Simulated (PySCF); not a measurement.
C₁₀H₈.
Atom-mapped SMILES: `[CH:1]#[C:2][C:3]1=[CH:4][C@@H:5]2[CH:6]=[CH:7][C@H:8]1[CH:9]=[CH:10]2` (hydrogens: H11 on C1; H12 on C4; H13 on C5; H14 on C6; H15 on C7; H16 on C8; H17 on C9; H18 on C10)

Computed by this run: PBE0-D3(BJ)/def2-SVP geometry optimisation, gas phase (PySCF); density fitting, grid level 2; the optimiser is geomeTRIC in internal coordinates, started from a GFN2-xTB structure.

Step 0: E = -10476.5581 eV
```
atom  x, y, z in Å  |  force x, y, z in eV/Å
C1      3.3268    1.2522   -0.4794    0.379   0.099  -0.061
C2      2.1771    0.9544   -0.2951   -0.822  -0.092   0.152
C3      0.8496    0.5504   -0.0901    0.286  -0.035  -0.063
C4     -0.1912    1.3207    0.2259   -0.258   0.067   0.062
C5     -1.4874    0.5551    0.3723    0.149  -0.136  -0.047
C6     -1.1970   -0.5196    1.4026   -0.158   0.124   0.081
C7     -0.1680   -1.2882    1.0898    0.153  -0.146  -0.028
C8      0.4819   -0.9252   -0.2283   -0.221   0.049   0.055
C9     -0.6308   -0.9532   -1.2540    0.147  -0.140  -0.071
C10    -1.6596   -0.1845   -0.9406   -0.169   0.131   0.019
H11     4.3248    1.5343   -0.6351    1.037   0.276  -0.166
H12    -0.1609    2.3847    0.3728    0.130   0.583   0.056
H13    -2.3341    1.1877    0.6299   -0.204   0.159   0.063
H14    -1.8020   -0.5963    2.2876   -0.288  -0.109   0.538
H15     0.2171   -2.1042    1.6740    0.147  -0.444   0.391
H16     1.3335   -1.5516   -0.4856    0.204  -0.097  -0.056
H17    -0.5348   -1.5591   -2.1366   -0.035  -0.315  -0.524
H18    -2.5537   -0.0514   -1.5218   -0.478   0.026  -0.402
```

Question: Estimate the geometry and energy of step 1. (The exact step hangs on the optimiser's Hessian estimate; all steps are aligned on step 0, rigid shifts and turns removed.)

Answer: E = -10476.6545 eV, largest force 0.184 eV/Å
```
atom  x, y, z in Å  |  force x, y, z in eV/Å
C1      3.3596    1.2789   -0.4815    0.171   0.064  -0.023
C2      2.1988    0.9737   -0.2959   -0.050  -0.038   0.004
C3      0.8625    0.5563   -0.0917   -0.040   0.016   0.011
C4     -0.1876    1.3294    0.2264    0.039   0.078   0.003
C5     -1.4880    0.5484    0.3715   -0.103   0.076   0.031
C6     -1.2081   -0.5280    1.4221   -0.039  -0.016   0.054
C7     -0.1761   -1.3054    1.1055    0.019  -0.055   0.052
C8      0.4682   -0.9295   -0.2262    0.122  -0.069  -0.034
C9     -0.6452   -0.9659   -1.2696   -0.005  -0.038  -0.069
C10    -1.6778   -0.1880   -0.9561   -0.056  -0.002  -0.037
H11     4.3839    1.5682   -0.6419   -0.093  -0.029   0.013
H12    -0.1405    2.4101    0.3716   -0.007  -0.042  -0.005
H13    -2.3388    1.1902    0.6313    0.023  -0.014  -0.006
H14    -1.8138   -0.6088    2.3272    0.022   0.007  -0.033
H15     0.2057   -2.1336    1.7060   -0.012   0.030  -0.023
H16     1.3287   -1.5567   -0.4859   -0.021   0.011   0.006
H17    -0.5595   -1.5796   -2.1687   -0.001   0.022   0.033
H18    -2.5806   -0.0535   -1.5557    0.032  -0.001   0.023
```

The energy changes by -0.0964 eV. The first-order estimate −F·Δx gives -0.1993 eV and the mean of the old and new forces, exact on a quadratic surface, -0.0978 eV. The step makes an angle of 47° with the force vector and moves no atom by more than 0.068 Å.

What follows is the cost of the whole optimisation. The run took 78 s wall on an Arm Neoverse V2 with one thread, shared host with 32 logical CPUs at a one-minute load of 23, and the process peaked at 0.82 GiB of memory.
